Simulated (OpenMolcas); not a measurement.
Pd4+ in a point-charge field

Pd4+ among 4 point charges of -1 e arranged as a square (D4h), 2.06 Å from the ion.
```
   2.0600    0.0000    0.0000  -1.00
   0.0000    2.0600    0.0000  -1.00
  -2.0600    0.0000    0.0000  -1.00
   0.0000   -2.0600    0.0000  -1.00
```

```yaml
Program: OpenMolcas
Method: CASSCF
Basis: ANO-RCC-VDZP [6s5p3d1f]
Scalar_Hamiltonian: DKH2, point nucleus
Active_space: 6 electrons in 5 orbitals (4d)
State_averaging: 2S+1 = 5 even, 5 roots; 2S+1 = 3 even, 45 roots; 2S+1 = 1 even, 50 roots
Spin-orbit_coupling: state interaction with AMFI integrals over the reference wave functions
```

The lowest spin-free states (labels of D4, the rotations of D4h), above the lowest:

```json
{"State": "5A1", "Degeneracy": "1", "E (cm-1)": "0.0", "Free-ion L (%)": "D (100)"}
{"State": "5E", "Degeneracy": "2", "E (cm-1)": "1041", "Free-ion L (%)": "D (100)"}
{"State": "5B2", "Degeneracy": "1", "E (cm-1)": "6069", "Free-ion L (%)": "D (100)"}
{"State": "5B1", "Degeneracy": "1", "E (cm-1)": "8752", "Free-ion L (%)": "D (100)"}
{"State": "3E", "Degeneracy": "2", "E (cm-1)": "21298", "Free-ion L (%)": "H (71)"}
{"State": "3A2", "Degeneracy": "1", "E (cm-1)": "21450", "Free-ion L (%)": "H (67)"}
{"State": "3B2", "Degeneracy": "1", "E (cm-1)": "21765", "Free-ion L (%)": "H (57)"}
{"State": "3E", "Degeneracy": "2", "E (cm-1)": "22184", "Free-ion L (%)": "H (84)"}
{"State": "3A1", "Degeneracy": "1", "E (cm-1)": "22539", "Free-ion L (%)": "H (84)"}
{"State": "3B1", "Degeneracy": "1", "E (cm-1)": "23348", "Free-ion L (%)": "H (69)"}
{"State": "3E", "Degeneracy": "2", "E (cm-1)": "23836", "Free-ion L (%)": "H (77)"}
{"State": "3A2", "Degeneracy": "1", "E (cm-1)": "23949", "Free-ion L (%)": "H (78)"}
{"State": "3B2", "Degeneracy": "1", "E (cm-1)": "25183", "Free-ion L (%)": "F (61)"}
{"State": "3E", "Degeneracy": "2", "E (cm-1)": "25266", "Free-ion L (%)": "F (38)"}
{"State": "3B1", "Degeneracy": "1", "E (cm-1)": "25719", "Free-ion L (%)": "F (72)"}
{"State": "3E", "Degeneracy": "2", "E (cm-1)": "26343", "Free-ion L (%)": "F (32)"}
{"State": "3A2", "Degeneracy": "1", "E (cm-1)": "26802", "Free-ion L (%)": "P (65)"}
{"State": "3E", "Degeneracy": "2", "E (cm-1)": "28024", "Free-ion L (%)": "F (67)"}
{"State": "3A1", "Degeneracy": "1", "E (cm-1)": "28070", "Free-ion L (%)": "G (89)"}
{"State": "3A2", "Degeneracy": "1", "E (cm-1)": "28822", "Free-ion L (%)": "F (55)"}
```

The lowest levels with spin-orbit coupling:

```tsv
E (cm-1)	Degeneracy	Label	2S+1	g
0.0	1	A1	5	
115.3	2	E	5	0.00 0.00 3.55
491.0	1	B2	5	
507.4	1	B1	5	
1448	2	E	5	0.00 0.00 9.91
2837	1	B2	5	
2871	1	B1	5	
2991	2	E	5	0.00 0.00 3.37
3026	1	A2	5	
4140	2	E	5	0.00 0.00 4.99
4141	1	A1	5	
6427	1	A1	5	
6427	1	A2	5	
7459	2	E	5	0.00 0.00 6.31
7821	1	B2	5	
10410	1	B1	5	
10642	2	E	5	0.00 0.00 1.64
11140	1	A1	5	
11165	1	A2	5	
20622	1	B1	3
```

Powder χT (cm3 K/mol): 0.132 at 2 K, 0.661 at 10 K, 3.02 at 50 K, 4.21 at 100 K, 4.8 at 200 K, 5 at 300 K. The effective moment at 300 K is 2.828 √(χT) = 6.33 μB.

The lowest level has 2S+1 = 5, for which the spin-only value is χT = S(S+1) / 2 = 3.000 cm3 K/mol (g = 2). The computed 5.004 at 300 K differs by +2.004, through orbital momentum, spin-orbit coupling and any other state in reach.

Spin-orbit coupling mixes the spin-free states strongly: the lowest level takes only 66 % from its leading state, 5A1. Without dynamic correlation the repulsion within the d shell is too large (B by tens of per cent), so at a given field states of lower spin stand too high. Point charges give a weaker field than real ligands, and real ions of this kind are as a rule low spin; the high spin found here belongs to the model. Point charges carry no covalency, so the field is a model and not that of real ligands. No measured value stands beside these numbers.

With an even number of electrons the g values are those of a degenerate or nearly degenerate non-Kramers pair.
